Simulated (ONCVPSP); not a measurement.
Building the ONCV potential for Ru (PBEsol, scalar-relativistic).

The input file (ONCVPSP 4.0.1):

```
# ATOM AND REFERENCE CONFIGURATION
# atsym  z   nc   nv     iexc    psfile
  Ru 44.00    6    3  -116133      upf
#
#   n    l    f
    1    0    2.00
    2    0    2.00
    2    1    6.00
    3    0    2.00
    3    1    6.00
    3    2   10.00
    4    0    2.00
    4    1    6.00
    4    2    7.00
#
# PSEUDOPOTENTIAL AND OPTIMIZATION
# lmax
    2
#
#   l,   rc,      ep,       ncon, nbas, qcut
    0    1.70    0.00    3    7    9.00
    1    1.65    0.00    4    8   10.10
    2    1.60    0.00    4    8    5.90
#
# LOCAL POTENTIAL
# lloc, lpopt,  rc(5),   dvloc0
    4    3    1.25   -1.00
#
# VANDERBILT-KLEINMAN-BYLANDER PROJECTORs
# l, nproj, debl
    0    2    3.50
    1    3    1.30
    2    2    0.90
#
# MODEL CORE CHARGE
# icmod, fcfact, rcfact
    0    0.00    0.00
#
# LOG DERIVATIVE ANALYSIS
# epsh1, epsh2, depsh
   -5.00    5.00    0.04
#
# OUTPUT GRID
# rlmax, drl
    6.00    0.01
#
# TEST CONFIGURATIONS
# ncnf
    4
# nvcnf
#   n    l    f
    4
    4    0    2.00
    4    1    6.00
    4    2    7.00
    5    0    1.00
#
    3
    4    0    2.00
    4    1    6.00
    4    2    6.00
#
    3
    4    0    2.00
    4    1    6.00
    4    2    5.00
#
    4
    4    0    2.00
    4    1    5.00
    4    2    7.00
    5    0    1.00
#
```

Command:

```bash
oncvpsp.x < Ru.dat > Ru.out
```

Output (shortened: citation, most of the input echo, consistency checks and plot data are left out):

```
ONCVPSP  (Optimized Norm-Conservinng Vanderbilt PSeudopotential)
scalar-relativistic version 4.0.1

#   n    l    f        energy (Ha)
    1    0    2.00    -8.0598174E+02
    2    0    2.00    -1.1611876E+02
    2    1    6.00    -1.0404560E+02
    3    0    2.00    -2.0659696E+01
    3    1    6.00    -1.6692886E+01
    3    2   10.00    -1.0304808E+01
    4    0    2.00    -3.0760579E+00
    4    1    6.00    -1.9773159E+00
    4    2    7.00    -4.6107789E-01

Reference configufation results
  iterations    25
  all-electron total energy (Ha)   -4.52816542D+03

Begin loop to  construct optimized pseudo wave functions
and semi-local pseudopoentials for all angular momenta

   Wellstate for l =  0  n =  6
     eigenvalue =   0.4239
     asymptotic potential =   0.9239
     half-point radius =  4.6293

Calculating optimized projector #   1

 for l=   0

    Fraction of norm inside rc  0.957179
    Optimizing pswf for qcut=   8.99 a_B^-1,  ecut=  40.40 Ha
    Residual kinetic energy error=  4.41D-08 Ha

    Energy error per electron        Cutoff
         Ha          eV             Ha
         0.01000     0.27211       19.11
         0.00100     0.02721       25.08
         0.00010     0.00272       29.58
         0.00001     0.00027       33.33

Calculating optimized projector #   2

 for l=   0

    Fraction of norm inside rc  0.066228
    Optimizing pswf for qcut=   8.99 a_B^-1,  ecut=  40.40 Ha
    Residual kinetic energy error=  1.97D-08 Ha

    Energy error per electron        Cutoff
         Ha          eV             Ha
         0.01000     0.27211       14.76
         0.00100     0.02721       22.05
         0.00010     0.00272       27.67
         0.00001     0.00027       32.05

WARNING wellstate: negative energy specified for n= 5 l=  1
WARNING scattering state with energy  0.25000000
WARNING will be used for the first projector

   Wellstate for l =  1  n =  6
     eigenvalue =   0.2500
     asymptotic potential =   0.7500
     half-point radius =  6.8708

   Wellstate for l =  1  n =  6
     eigenvalue =   1.5500
     asymptotic potential =   2.0500
     half-point radius =  3.2915

Calculating optimized projector #   1

 for l=   1

    Fraction of norm inside rc  0.891711
    Optimizing pswf for qcut=  10.10 a_B^-1,  ecut=  50.99 Ha
    Residual kinetic energy error=  1.68D-08 Ha

    Energy error per electron        Cutoff
         Ha          eV             Ha
         0.01000     0.27211       11.22
         0.00100     0.02721       24.86
         0.00010     0.00272       32.47
         0.00001     0.00027       37.99

Calculating optimized projector #   2

 for l=   1

    Fraction of norm inside rc  0.033299
    Optimizing pswf for qcut=  10.10 a_B^-1,  ecut=  50.99 Ha
    Residual kinetic energy error=  5.38D-09 Ha

    Energy error per electron        Cutoff
         Ha          eV             Ha
         0.01000     0.27211        8.34
         0.00100     0.02721       12.44
         0.00010     0.00272       28.76
         0.00001     0.00027       36.39

Calculating optimized projector #   3

 for l=   1

    Fraction of norm inside rc  0.082446
    Optimizing pswf for qcut=  10.10 a_B^-1,  ecut=  50.99 Ha
    Residual kinetic energy error=  3.48D-08 Ha

    Energy error per electron        Cutoff
         Ha          eV             Ha
         0.01000     0.27211       10.58
         0.00100     0.02721       25.19
         0.00010     0.00272       34.18
         0.00001     0.00027       40.53

   Wellstate for l =  2  n =  5
     eigenvalue =   0.4389
     asymptotic potential =   0.9389
     half-point radius =  3.9091

Calculating optimized projector #   1

 for l=   2

    Fraction of norm inside rc  0.561290
    Optimizing pswf for qcut=   5.91 a_B^-1,  ecut=  17.46 Ha
    Residual kinetic energy error=  4.96D-03 Ha

    Energy error per electron        Cutoff
         Ha          eV             Ha
         0.01000     0.27211       15.94
         0.00100     0.02721       42.15
         0.00010     0.00272       87.81
         0.00001     0.00027      102.94

Calculating optimized projector #   2

 for l=   2

    Fraction of norm inside rc  0.131442
    Optimizing pswf for qcut=   5.91 a_B^-1,  ecut=  17.46 Ha
    Residual kinetic energy error=  2.80D-03 Ha

    Energy error per electron        Cutoff
         Ha          eV             Ha
         0.01000     0.27211       14.85
         0.00100     0.02721       19.79
         0.00010     0.00272       47.51
         0.00001     0.00027      113.17

Construct Vanderbilt / Kleinmman-Bylander projectors

B matrix Hermiticity error, ll=   0
   1   2   -3.5591E-04

  Orthonormal projector coefficients  1.0037E+01  1.3962E+00

B matrix Hermiticity error, ll=   1
   1   2   -1.7388E-04
   1   3   -4.0047E-04
   2   3   -4.4087E-05

  Orthonormal projector coefficients  8.3118E+00  2.2289E+00  2.8129E-01

B matrix Hermiticity error, ll=   2
   1   2    8.6473E-05

  Orthonormal projector coefficients -1.2142E+01  3.1153E+00

Pseudoatom total energy  -94.316250

Diagnostic tests using Vanderbilt-Kleinman-Bylander pseudopotentials
  1 or more projectors used as specified by nproj input data

   l    rcore       rmatch      e in        delta e   norm test  slope test

   0   1.7009632   1.7526081  -3.0760579   0.0000014   1.0001695   1.0001570
   0   1.7009632   1.7526081   0.4239421   0.0000411   1.0002106   1.0002106

   1   1.6508401   1.7009632  -1.9773159  -0.0000004   1.0001493   1.0001573
   1   1.6508401   1.7009632   0.2500000   0.0000247   1.0002988   1.0002988
   1   1.6508401   1.7009632   1.5500000   0.0000630   1.0002914   1.0002914

   2   1.6021941   1.6508401  -0.4610779  -0.0000033   1.0000821   1.0000793
   2   1.6021941   1.6508401   0.4389221  -0.0000083   1.0002138   1.0002138

 Testing for bound ghosts
   n   l    E NL Schr. Eq   E Basis Diag.   E Cutoff

   1   0       -3.076057       -3.076054     65.87

   2   1       -1.977316       -1.977310    145.46

   3   2       -0.461081       -0.456486    134.05

 Testing for highly-localized positive-energy ghosts
       l    <radius>/rc     E Basis Diag.   E Cutoff

Test configuration 0

   n   l     f        eae           eps        diff
   1   0  2.0000 -805.98174450
   2   0  2.0000 -116.11875702
   2   1  6.0000 -104.04560019
   3   0  2.0000  -20.65969562
   3   1  6.0000  -16.69288633
   3   2 10.0000  -10.30480825
   4   0  2.0000   -3.07605789   -3.07605652    1.37D-06
   4   1  6.0000   -1.97731594   -1.97731636   -4.16D-07
   4   2  7.0000   -0.46107789   -0.46108117   -3.29D-06

    Total energies and differences
      AE_ref= -4.52816542D+03  AE_tst= -4.52816542D+03  dif=  0.00D+00
      PS_ref= -9.43162495D+01  PS_tst= -9.43162495D+01  dif=  1.71D-13
      PSP excitation error= -1.71D-13

Test configuration 1

   n   l     f        eae           eps        diff
   1   0  2.0000 -805.71098883
   2   0  2.0000 -115.85218642
   2   1  6.0000 -103.77877074
   3   0  2.0000  -20.39179182
   3   1  6.0000  -16.42499615
   3   2 10.0000  -10.03727010
   4   0  2.0000   -2.80453396   -2.80400755    5.26D-04
   4   1  6.0000   -1.70443252   -1.70415417    2.78D-04
   4   2  7.0000   -0.19171719   -0.19171989   -2.70D-06
   5   0  1.0000   -0.15687351   -0.15688756   -1.41D-05

    Total energies and differences
      AE_ref= -4.52816542D+03  AE_tst= -4.52843367D+03  dif= -2.68D-01
      PS_ref= -9.43162495D+01  PS_tst= -9.45845707D+01  dif= -2.68D-01
      PSP excitation error=  6.72D-05

Test configuration 2

   n   l     f        eae           eps        diff
   1   0  2.0000 -806.45829341
   2   0  2.0000 -116.59952422
   2   1  6.0000 -104.52604996
   3   0  2.0000  -21.13820507
   3   1  6.0000  -17.17139138
   3   2 10.0000  -10.78377648
   4   0  2.0000   -3.54358226   -3.54301933    5.63D-04
   4   1  6.0000   -2.43864784   -2.43833621    3.12D-04
   4   2  6.0000   -0.88673808   -0.88663187    1.06D-04

    Total energies and differences
      AE_ref= -4.52816542D+03  AE_tst= -4.52749715D+03  dif=  6.68D-01
      PS_ref= -9.43162495D+01  PS_tst= -9.36479814D+01  dif=  6.68D-01
      PSP excitation error=  7.05D-06

Test configuration 3

   n   l     f        eae           eps        diff
   1   0  2.0000 -807.01636436
   2   0  2.0000 -117.16390676
   2   1  6.0000 -105.09005111
   3   0  2.0000  -21.69656995
   3   1  6.0000  -17.72973741
   3   2 10.0000  -11.34305219
   4   0  2.0000   -4.07862858   -4.07700497    1.62D-03
   4   1  6.0000   -2.96431452   -2.96326004    1.05D-03
   4   2  5.0000   -1.37199182   -1.37126104    7.31D-04

    Total energies and differences
      AE_ref= -4.52816542D+03  AE_tst= -4.52637226D+03  dif=  1.79D+00
      PS_ref= -9.43162495D+01  PS_tst= -9.25233824D+01  dif=  1.79D+00
      PSP excitation error=  2.89D-04

Test configuration 4

   n   l     f        eae           eps        diff
   1   0  2.0000 -806.27011714
   2   0  2.0000 -116.37719608
   2   1  6.0000 -104.30727598
   3   0  2.0000  -20.90982039
   3   1  6.0000  -16.94305735
   3   2 10.0000  -10.55394782
   4   0  2.0000   -3.27379313   -3.27858441   -4.79D-03
   4   1  5.0000   -2.16226757   -2.16529975   -3.03D-03
   4   2  7.0000   -0.60026487   -0.59993543    3.29D-04
   5   0  1.0000   -0.44001958   -0.44032561   -3.06D-04

    Total energies and differences
      AE_ref= -4.52816542D+03  AE_tst= -4.52650957D+03  dif=  1.66D+00
      PS_ref= -9.43162495D+01  PS_tst= -9.26581411D+01  dif=  1.66D+00
      PSP excitation error= -2.26D-03
```

The run took about 4.4 s on one core of a shared server CPU.
